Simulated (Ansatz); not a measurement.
(HCd-mu-OH)2 (Cd2O2H4), relaxed as a singlet with RKS B3LYP-D4/def2-SVP in Ansatz, starting from the GFN2-xTB geometry. Force threshold 0.02 eV/Å.

In the def2 sets Cd takes a core potential; there is no spin–orbit coupling.

Start:

```tsv
atom	x (Å)	y (Å)	z (Å)
Cd1	1.134	0.946	0.542
H2	1.697	1.865	1.739
O3	0.815	-1.209	0.347
Cd4	-1.261	-0.899	-0.281
H5	-2.662	-1.495	0.243
O6	-0.600	1.124	-0.783
H7	1.423	-1.788	-0.123
H8	-0.546	1.455	-1.685
```

```
step  energy (eV)  largest force component (eV/Å)  SCF passes
   1  -13287.7653                           0.816          16
   2  -13287.9753                           0.293          22
   3  -13288.0643                           0.178          20
   4  -13288.1616                           0.164          20
   5  -13288.2283                           0.904          22
   6  -13288.3078                           0.306          20
   7  -13288.3587                           0.183          20
   8  -13288.3843                           0.065          19
   9  -13288.3845                           0.060          21
  10  -13288.3866                           0.004          20
  11  -13288.3868                           0.030          19
  12  -13288.3869                           0.021          19
  13  -13288.3869                           0.002          14
```

Force components are those of the run's own axes.

End:

Cartesian coordinates in Å:
```
Cd 1.312 1.013 0.451
H 2.589 1.996 0.888
O 0.628 -1.036 0.500
Cd -1.312 -1.013 -0.450
H -2.589 -1.997 -0.889
O -0.628 1.036 -0.499
H 1.089 -1.797 0.866
H -1.089 1.797 -0.866
```

By distances, no bond broke or formed. The bond that changes most is Cd1–H2, from 1.61 to 1.67 Å (atoms count from 1).

The force fell under the threshold at step 10, but the optimiser went on. No frequencies were taken in this run, so the end may be a saddle point.

Hardware: 4 threads of Intel Xeon on a shared host. Wall time 74 s.
